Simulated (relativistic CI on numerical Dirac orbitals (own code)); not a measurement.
## Sc3+ in a cubic cluster: 1s photoemission with charge transfer

Computed with a charge-transfer multiplet model of a cubic metal-ligand cluster with up to 2 ligand holes, Slater and spin-orbit integrals from Dirac-Coulomb-Breit ions, Slater integrals scaled by 0.9. The ground state mixes d0 with configurations of k ligand holes L, whose averages lie at kΔ + k(k − 1)U_dd/2; a core hole lowers each added d electron by U_cd. 300 K, Lorentzian 1.1 eV and Gaussian 0.6 eV FWHM.

Atomic integrals in eV (Slater integrals scaled, ζ unscaled), ground: F2dd 5.299, F4dd 3.246, zeta_d 0.005; with the core hole: F2dd 5.299, F4dd 3.246, zeta_d 0.018, G2cd 0.032. Where a configuration has fewer than two d electrons, the dd integrals are those of d2.

Cluster parameters (eV): Δ = 5, U_dd = 5, 10Dq = 0.9, 10Dq(ligand) = 1.5, V(eg) = 2.6, V(t2g) = -1.16, final-state hopping factor = 1.

```tsv
Case	n_d	d0	d1L	d2L2	S
U_cd = 4.2 eV	0.52	0.54	0.40	0.06	0.00
U_cd = 4.8 eV	0.52	0.54	0.40	0.06	0.00
U_cd = 6 eV	0.52	0.54	0.40	0.06	0.00
U_cd = 6.6 eV	0.52	0.54	0.40	0.06	0.00
U_cd = 7.2 eV	0.52	0.54	0.40	0.06	0.00
```

Weights, n_d and S are thermal averages at 300 K. Binding energies count from the first peak over 30 % of the highest in each spectrum, which can be another peak from case to case. The parameters are a model scan and need not match a compound or its usual spin state. Peaks in eV (height, largest 100):
- U_cd = 4.2 eV: 0.0 (100), 10.1 (8)
- U_cd = 4.8 eV: 0.0 (100), 10.2 (10)
- U_cd = 6 eV: 0.0 (100), 10.5 (15)
- U_cd = 6.6 eV: 0.0 (100), 10.6 (17)
- U_cd = 7.2 eV: 0.0 (100), 10.9 (18)

Curve for U_cd = 6.6 eV (points under 2 left out, the grid thinned):

| E (eV) | Intensity |
| --- | --- |
| -3.7 | 2.6 |
| -3.4 | 3.1 |
| -3.1 | 3.7 |
| -2.9 | 4.2 |
| -2.6 | 5.2 |
| -2.3 | 6.6 |
| -2.0 | 8.6 |
| -1.8 | 10.6 |
| -1.5 | 14.9 |
| -1.2 | 22.3 |
| -0.9 | 35.6 |
| -0.6 | 58.1 |
| -0.4 | 77.1 |
| -0.1 | 98.4 |
| 0.2 | 92.9 |
| 0.5 | 66.5 |
| 0.7 | 48.7 |
| 1.0 | 29.8 |
| 1.3 | 19.1 |
| 1.6 | 13.1 |
| 1.8 | 10.5 |
| 2.1 | 7.8 |
| 2.4 | 6.1 |
| 2.7 | 4.8 |
| 3.0 | 4.0 |
| 3.2 | 3.5 |
| 3.5 | 3.0 |
| 3.8 | 2.6 |
| 4.1 | 2.2 |
| 4.3 | 2.1 |
| 8.9 | 2.5 |
| 9.2 | 3.3 |
| 9.5 | 4.8 |
| 9.8 | 7.4 |
| 10.0 | 10.0 |
| 10.3 | 14.6 |
| 10.6 | 17.3 |
| 10.9 | 15.7 |
| 11.1 | 13.1 |
| 11.4 | 9.3 |
| 11.7 | 6.6 |
| 12.0 | 4.7 |
| 12.2 | 3.7 |
| 12.5 | 2.7 |
| 12.8 | 2.1 |

A d0 ion has no d-d gap: its lowest excitations are ligand-to-metal charge transfer. With the core hole the configuration with one ligand hole lies at Δ − U_cd = 0.8, 0.2, -1.0, -1.6, -2.2 eV from the one without, in the order of the table; where this is negative the screened configuration lies lower, though the effective hopping of about 5.7 eV (from the holes of the mixed ground state) mixes the two strongly wherever it is as large as the gap.
